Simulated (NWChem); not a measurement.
All runs are NWChem calculations. System: C$_{3}$H$_{7}$O, charge 0, spin multiplicity 2, at a geometry optimised with UB3LYP/def2-SVP. The structure started from a generated list of species. Its SCF solution wasn't tested for a lower state. Level: UB3LYP/def2-TZVP, VWN1-RPA local correlation.

Job file:

```
start mol
memory heap 200 mb stack 900 mb global 1100 mb
geometry units angstroms nocenter noautoz noautosym
  C      1.438356    -0.076672     0.807875
  C      0.628172    -0.563733    -0.344336
  O     -0.405346     0.312037    -0.736232
  C     -1.485925     0.367418     0.159754
  H      2.047766    -0.769674     1.394140
  H      1.594164     0.998300     0.937024
  H      1.271852    -0.675675    -1.242746
  H      0.228584    -1.580544    -0.131867
  H     -1.186183     0.722655     1.165197
  H     -2.225080     1.069475    -0.253531
  H     -1.971950    -0.622908     0.281877
end
basis spherical
  * library def2-tzvp
end
dft
  xc b3lyp
  odft
  mult 2
  semidirect memsize 60000000 filesize 0
  iterations 100
end
task dft energy
```

Output (cleaned and shortened):

```
             Northwest Computational Chemistry Package (NWChem) 7.3.0
             --------------------------------------------------------

                                NWChem Input Module
                                -------------------

 Scaling coordinates for geometry "geometry" by  1.889725989
 (inverse scale =  0.529177249)

                             Geometry "geometry" -> ""
                             -------------------------

 Output coordinates in angstroms (scale by  1.889725989 to convert to a.u.)

  No.       Tag          Charge          X              Y              Z
 ---- ---------------- ---------- -------------- -------------- --------------
    1 C                    6.0000     1.43835600    -0.07667200     0.80787500
    2 C                    6.0000     0.62817200    -0.56373300    -0.34433600
    3 O                    8.0000    -0.40534600     0.31203700    -0.73623200
    4 C                    6.0000    -1.48592500     0.36741800     0.15975400
    5 H                    1.0000     2.04776600    -0.76967400     1.39414000
    6 H                    1.0000     1.59416400     0.99830000     0.93702400
    7 H                    1.0000     1.27185200    -0.67567500    -1.24274600
    8 H                    1.0000     0.22858400    -1.58054400    -0.13186700
    9 H                    1.0000    -1.18618300     0.72265500     1.16519700
   10 H                    1.0000    -2.22508000     1.06947500    -0.25353100
   11 H                    1.0000    -1.97195000    -0.62290800     0.28187700

 Effective nuclear repulsion energy (a.u.)     126.8381466582

            Nuclear Dipole moment (a.u.)
            ----------------------------
        X                 Y               Z
 ---------------- ---------------- ----------------
     0.0000056692     0.0000056692    -0.0000075589


 Summary of "ao basis" -> "" (spherical)
 ------------------------------------------------------------------------------
       Tag                 Description            Shells   Functions and Types
 ---------------- ------------------------------  ------  ---------------------
 *                         def2-tzvp                  on all atoms

                                 NWChem DFT Module
                                 -----------------

 Summary of "ao basis" -> "ao basis" (spherical)
 ------------------------------------------------------------------------------
       Tag                 Description            Shells   Functions and Types
 ---------------- ------------------------------  ------  ---------------------
 C                         def2-tzvp                11       31   5s3p2d1f
 O                         def2-tzvp                11       31   5s3p2d1f
 H                         def2-tzvp                 4        6   3s1p

 Summary of "ao basis" -> "ao basis" (spherical)
 ------------------------------------------------------------------------------
       Tag                 Description            Shells   Functions and Types
 ---------------- ------------------------------  ------  ---------------------
 C                         def2-tzvp                11       31   5s3p2d1f
 O                         def2-tzvp                11       31   5s3p2d1f
 H                         def2-tzvp                 4        6   3s1p

            General Information
            -------------------
          SCF calculation type: DFT
          Wavefunction type:  spin polarized.
          No. of atoms     :    11
          No. of electrons :    33
           Alpha electrons :    17
            Beta electrons :    16
          Charge           :     0
          Spin multiplicity:     2
          Use of symmetry is: off; symmetry adaption is: off
          Maximum number of iterations: 100
          AO basis - number of functions:   166
                     number of shells:    72
          Convergence on energy requested:  1.00D-06
          Convergence on density requested:  1.00D-05
          Convergence on gradient requested:  5.00D-04

              XC Information
              --------------
                         B3LYP Method XC Potential
                     Hartree-Fock (Exact) Exchange  0.200
                        Slater Exchange Functional  0.800 local
                    Becke 1988 Exchange Functional  0.720 non-local
              Lee-Yang-Parr Correlation Functional  0.810
                  VWN I RPA Correlation Functional  0.190 local

             Grid Information
             ----------------
          Grid used for XC integration:  medium
          Radial quadrature: Mura-Knowles
          Angular quadrature: Lebedev.
          Tag              B.-S. Rad. Rad. Pts. Rad. Cut. Ang. Pts.
          ---              ---------- --------- --------- ---------
          C                   0.70       49          11.0       434
          O                   0.60       49          10.0       434
          H                   0.35       45          12.0       434
          Grid pruning is: on
          Number of quadrature shells:   511
          Spatial weights used:  Erf1

          Convergence Information
          -----------------------
          Convergence aids based upon iterative change in
          total energy or number of iterations.
          Levelshifting, if invoked, occurs when the
          HOMO/LUMO gap drops below (HL_TOL):  1.00D-02
          DIIS, if invoked, will attempt to extrapolate
          using up to (NFOCK): 10 stored Fock matrices.

                    Damping( 0%)  Levelshifting(0.5)       DIIS
                  --------------- ------------------- ---------------
[...]
     5      3.118115   1 C  s                98     -1.784941   4 C  s
   133     -1.646241   6 H  s               127     -1.625566   5 H  s
   163      1.249051  11 H  s               157      0.682004  10 H  s
    36     -0.592069   2 C  s                45     -0.576644   2 C  pz
    43     -0.547242   2 C  px                4      0.376640   1 C  s

                     DFT Final Beta Molecular Orbital Analysis
                     -----------------------------------------

 Vector   14  Occ=1.000000D+00  E=-3.815215D-01
              MO Center= -4.1D-01, -5.4D-02, -1.3D-01, r^2= 3.6D+00
   Bfn.  Coefficient  Atom+Function         Bfn.  Coefficient  Atom+Function
  ----- ------------  ---------------      ----- ------------  ---------------
    37      0.199599   2 C  px              100     -0.190748   4 C  py
   156     -0.189408  10 H  s               138      0.148039   7 H  s
    40      0.140974   2 C  px              144     -0.132501   8 H  s
   103     -0.131197   4 C  py               99      0.129552   4 C  px
   155     -0.127155  10 H  s               162      0.105590  11 H  s

 Vector   15  Occ=1.000000D+00  E=-3.212278D-01
              MO Center= -3.6D-01,  1.2D-01, -4.4D-01, r^2= 2.4D+00
   Bfn.  Coefficient  Atom+Function         Bfn.  Coefficient  Atom+Function
  ----- ------------  ---------------      ----- ------------  ---------------
    70      0.293026   3 O  pz               73      0.239501   3 O  pz
    69     -0.197576   3 O  py               76      0.177573   3 O  pz
    72     -0.161222   3 O  py              101     -0.141120   4 C  pz
    39     -0.127214   2 C  pz               75     -0.124820   3 O  py
    66     -0.120856   3 O  s                67     -0.115015   3 O  s

 Vector   16  Occ=1.000000D+00  E=-2.662295D-01
              MO Center= -4.3D-01,  1.1D-01, -3.4D-01, r^2= 2.0D+00
   Bfn.  Coefficient  Atom+Function         Bfn.  Coefficient  Atom+Function
  ----- ------------  ---------------      ----- ------------  ---------------
    69      0.311702   3 O  py               72      0.257196   3 O  py
    70      0.211171   3 O  pz               75      0.202382   3 O  py
    68      0.186521   3 O  px               73      0.175341   3 O  pz
    71      0.154400   3 O  px              151     -0.145390   9 H  s
    76      0.136036   3 O  pz                5     -0.134679   1 C  s

 Vector   17  Occ=0.000000D+00  E=-7.025300D-02
              MO Center=  1.3D+00, -1.1D-01,  7.3D-01, r^2= 2.2D+00
   Bfn.  Coefficient  Atom+Function         Bfn.  Coefficient  Atom+Function
  ----- ------------  ---------------      ----- ------------  ---------------
    12      0.389037   1 C  px               14     -0.358313   1 C  pz
     6      0.273847   1 C  px                8     -0.235717   1 C  pz
     9      0.221931   1 C  px              139     -0.208786   7 H  s
    98      0.202877   4 C  s                11     -0.190730   1 C  pz
   151     -0.136707   9 H  s               138     -0.111868   7 H  s

 Vector   18  Occ=0.000000D+00  E= 4.541669D-02
              MO Center= -3.9D-01, -7.1D-01,  1.7D-01, r^2= 7.4D+00
   Bfn.  Coefficient  Atom+Function         Bfn.  Coefficient  Atom+Function
  ----- ------------  ---------------      ----- ------------  ---------------
    36      3.089073   2 C  s                98      2.288218   4 C  s
   145     -1.700795   8 H  s               163     -1.268905  11 H  s
   151     -1.071454   9 H  s               157     -1.017951  10 H  s
   139     -0.987153   7 H  s               127     -0.611424   5 H  s
    44     -0.605839   2 C  py              133     -0.537440   6 H  s

 Vector   19  Occ=0.000000D+00  E= 7.138017D-02
              MO Center= -7.6D-01,  2.1D-02,  3.7D-01, r^2= 8.4D+00
   Bfn.  Coefficient  Atom+Function         Bfn.  Coefficient  Atom+Function
  ----- ------------  ---------------      ----- ------------  ---------------
    36      4.005802   2 C  s                98     -3.714414   4 C  s
   151      1.685768   9 H  s                 5     -1.417273   1 C  s
   163      1.353470  11 H  s               139     -1.328285   7 H  s
   145     -1.320559   8 H  s               157      1.030469  10 H  s
    14      0.723903   1 C  pz              127     -0.718217   5 H  s

   alpha - beta orbital overlaps
   -----------------------------

   alpha      1      2      3      4      5      6      7      8      9     10
    beta      1      2      3      4      5      6      7      8      9     10
 overlap   1.000  1.000  1.000  1.000  1.000  0.986  0.979  0.987  0.999  0.996

   alpha     11     12     13     14     15     16     17     18     19     20
    beta     11     12     13     14     15     16     17     18     19     20
 overlap   0.998  0.994  0.993  0.992  0.995  0.999  0.979  0.998  0.984  0.978

   alpha     21     22     23     24     25     26     27     28     29     30
    beta     21     22     23     24     25     26     27     28     29     30
 overlap   0.993  0.997  0.996  0.997  0.993  0.998  0.997  0.999  0.997  0.846

   alpha     31     32     33     34     35     36     37     38     39     40
    beta     31     32     33     34     35     36     37     39     38     40
 overlap   0.805  0.957  0.966  0.999  0.969  0.991  0.985  0.941  0.977  0.959

   alpha     41     42     43     44     45     46     47     48     49     50
    beta     41     42     43     44     45     46     47     48     49     50
 overlap   0.988  0.998  0.989  0.993  0.995  0.997  0.998  0.987  0.997  0.984

   alpha     51     52     53     54     55     56     57     58     59     60
    beta     51     52     53     54     55     56     57     58     59     60
 overlap   0.989  0.998  0.995  0.994  0.911  0.927  0.975  0.995  0.988  0.993

   alpha     61     62     63     64     65     66     67     68     69     70
    beta     61     62     63     64     65     66     67     68     69     70
 overlap   0.992  0.991  0.999  0.984  0.994  0.993  0.940  0.880  0.720  0.864

   alpha     71     72     73     74     75     76     77     78     79     80
    beta     71     72     73     74     75     76     77     78     79     80
 overlap   0.982  0.890  0.988  0.981  0.991  0.994  0.999  0.999  0.997  0.981

   alpha     81     82     83     84     85     86     87     88     89     90
    beta     81     82     83     84     85     86     87     88     89     90
 overlap   0.981  0.995  0.996  0.996  0.994  0.999  0.996  0.779  0.780  0.995

   alpha     91     92     93     94     95     96     97     98     99    100
    beta     91     92     93     94     95     96     97     98     99    100
 overlap   0.740  0.748  0.979  0.996  0.998  0.998  1.000  0.998  0.999  0.999

   alpha    101    102    103    104    105    106    107    108    109    110
    beta    101    102    103    104    105    106    107    108    109    110
 overlap   0.999  0.999  0.997  0.995  0.993  0.974  0.965  0.976  0.971  0.971

   alpha    111    112    113    114    115    116    117    118    119    120
    beta    111    112    113    114    115    116    117    118    119    120
 overlap   0.991  0.919  0.931  0.933  0.884  0.887  0.974  0.947  0.926  0.898

   alpha    121    122    123    124    125    126    127    128    129    130
    beta    121    122    123    124    125    126    127    128    129    130
 overlap   0.915  0.959  0.971  0.989  0.910  0.908  0.863  0.864  0.983  0.882

   alpha    131    132    133    134    135    136    137    138    139    140
    beta    131    132    133    134    135    136    137    138    139    140
 overlap   0.886  0.981  0.983  0.995  1.000  0.995  0.997  1.000  0.998  0.996

   alpha    141    142    143    144    145    146    147    148    149    150
    beta    141    142    143    144    145    146    147    148    149    150
 overlap   0.992  0.995  0.993  0.981  0.987  0.999  1.000  1.000  0.999  0.999

   alpha    151    152    153    154    155    156    157    158    159    160
    beta    151    152    153    154    155    156    157    158    159    160
 overlap   1.000  1.000  1.000  1.000  1.000  1.000  1.000  1.000  1.000  1.000

   alpha    161    162    163    164    165    166
    beta    161    162    163    164    165    166
 overlap   1.000  1.000  1.000  1.000  1.000  1.000

     --------------------------

------------------------------------------------------------
EAF file 0: "./mol.aoints.0" size=524288 bytes
------------------------------------------------------------
               write      read    awrite     aread      wait
               -----      ----    ------     -----      ----
     calls:        1        23         0         0         0
   data(b): 5.24e+05  1.21e+07  0.00e+00  0.00e+00
   time(s): 0.00e+00  0.00e+00  0.00e+00  0.00e+00  0.00e+00
rate(mb/s): 0.00e+00  0.00e+00
------------------------------------------------------------

     Expectation value of S2:
     --------------------------
      <S2> =      0.7540 (Exact =     0.7500)

 center of mass
 --------------
 x =   0.00771357 y =   0.02720426 z =  -0.06814987

 moments of inertia (a.u.)
 ------------------
         134.927106340223          62.100210783377         -52.339966280014
          62.100210783377         362.700252414789           0.133627300657
         -52.339966280014           0.133627300657         325.609446926770

     Multipole analysis of the density
     ---------------------------------

     L   x y z        total         alpha         beta         nuclear
     -   - - -        -----         -----         ----         -------
     0   0 0 0     -0.000000    -17.000000    -16.000000     33.000000

     1   1 0 0      0.025870     -1.254490      1.280354      0.000006
     1   0 1 0     -0.262216     -0.016489     -0.245732      0.000006
     1   0 0 1      0.341125     -0.525774      0.866906     -0.000008

     2   2 0 0    -18.126730    -98.951688    -90.565597    171.390555
     2   1 1 0     -0.634733     18.269060     17.834758    -36.738552
     2   1 0 1     -0.426766    -15.989760    -13.010684     28.573678
     2   0 2 0    -19.034384    -28.056646    -27.147734     36.169996
     2   0 1 1      0.597810     -0.800924     -0.790963      2.189697
     2   0 0 2    -20.836748    -39.432652    -34.976017     53.571920

 Task  times  cpu:       56.5s     wall:       56.5s

 Total times  cpu:       56.6s     wall:       56.6s
```
